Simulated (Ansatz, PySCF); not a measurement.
Process, species as SMILES: [SbH3] (SbH3) → [SbH3] (SbH3) as triplet, charge 0 (to the triplet)

Wanted: adiabatic triplet-singlet gap, E(triplet) - E(singlet) (0 K, with zero-point energies), in eV. Set-up: def2 sets with scalar-relativistic core potentials past Kr; no spin-orbit coupling; no dispersion term unless named; LANL2DZ with its own core potentials from Na on; open shells spin-unrestricted. First-principles rows: single points at B3LYP-D3(BJ) geometries (Ansatz, an electronic-structure program), with unscaled harmonic terms from B3LYP/6-31G* (LANL2DZ past Ar) at its own minima. Levels can end on unlike triplets.

```json
[
 {"species": "[SbH3] (SbH3)", "coefficient": "-1", "E at B3LYP/LANL2DZ (Ansatz), Eh": "-7.17061", "E at M06-2X/def2-TZVPD (PySCF), Eh": "-241.92980", "zero-point energy, kcal/mol": "11.88"},
 {"species": "[SbH3] (SbH3) as triplet, charge 0", "coefficient": "+1", "E at B3LYP/LANL2DZ (Ansatz), Eh": "-7.07132", "E at M06-2X/def2-TZVPD (PySCF), Eh": "-241.83886", "zero-point energy, kcal/mol": "9.11"}
]
```

 1 Eh = 27.2114 eV and 1 eV = 23.0605 kcal/mol.

### Question
Compute it at each level from the table.

### Answer

- B3LYP/LANL2DZ: the sum of coefficient times E is 0.09929 Eh, or 2.702 eV; the thermal terms add -0.120. Result: 2.58 eV.
- M06-2X/def2-TZVPD: the sum of coefficient times E is 0.09094 Eh, or 2.475 eV; the thermal terms add -0.120. Result: 2.35 eV.
